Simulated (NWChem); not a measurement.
System: CH₅Si, doublet; SMILES C[SiH2]

Computed with NWChem. Spin-unrestricted. In the optimisation the excess spin sits in a' (Cs, its own frame). Geometry: optimised at PBE0/def2-SVP, spin-unrestricted. No stability test was run on the SCF state. Level: PBE0/def2-SVP with SMD (1 M gas to 1 M solution), gas-phase geometry. Reactions with the solvent are ignored.

For solvent toluene:

dipole in solution (D): 1.01

Problem. Estimate the same quantities for solvent cyclohexanone.

Solution. The dipole in solution (D) comes out as 1.13.
